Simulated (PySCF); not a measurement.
**Carbon: a sound run and one with changed settings**

Sound run: C⁺ [He] 2s2 2p1, C²⁺ [He] 2s2. All numbers are calculated (PySCF 2.14, the spin-free X2C one-electron Hamiltonian (Gaussian nucleus), in cc-pVDZ-DK). In the sound run the correlated levels freeze 1s2. The sound run starts from symmetry-adapted Hartree-Fock orbitals and uses a fine grid where one is needed.

Changed run: basis STO-3G, all-electron and non-relativistic. This setting is unsound on purpose.

```json
{"species": "C⁺", "method": "UHF", "sound run (hartree)": "-37.30463", "changed run (hartree)": "-36.87037", "converged": "yes"}
{"species": "C⁺", "method": "TPSS", "sound run (hartree)": "-37.45315", "changed run (hartree)": "-37.01517", "converged": "yes"}
{"species": "C⁺", "method": "B3LYP", "sound run (hartree)": "-37.44415", "changed run (hartree)": "-36.99902", "converged": "yes"}
{"species": "C⁺", "method": "MP2", "sound run (hartree)": "-37.34592", "changed run (hartree)": "-36.89090", "converged": "yes"}
{"species": "C⁺", "method": "CCSD(T)", "sound run (hartree)": "-37.37197", "changed run (hartree)": "-36.91145", "converged": "yes"}
{"species": "C²⁺", "method": "UHF", "sound run (hartree)": "-36.41588", "changed run (hartree)": "-35.97831", "converged": "yes"}
{"species": "C²⁺", "method": "TPSS", "sound run (hartree)": "-36.53294", "changed run (hartree)": "-36.08938", "converged": "yes"}
{"species": "C²⁺", "method": "B3LYP", "sound run (hartree)": "-36.52205", "changed run (hartree)": "-36.07337", "converged": "yes"}
{"species": "C²⁺", "method": "MP2", "sound run (hartree)": "-36.45530", "changed run (hartree)": "-36.01050", "converged": "yes"}
{"species": "C²⁺", "method": "CCSD(T)", "sound run (hartree)": "-36.48781", "changed run (hartree)": "-36.04086", "converged": "yes"}
```

Ionisation energy of C⁺:

```tsv
method	sound run (eV)	changed run (eV)
UHF	24.184	24.274
TPSS	25.040	25.192
B3LYP	25.092	25.188
MP2	24.235	23.957
SCS-MP2	24.189	23.893
CCSD	24.042	23.690
CCSD(T)	24.059	23.690
```

A minimal basis cannot let orbitals breathe on ionisation and holds almost no correlation. The Hamiltonian changed with the basis, so the totals do not compare.

For comparison, NIST gives 24.383 eV between the lowest levels.
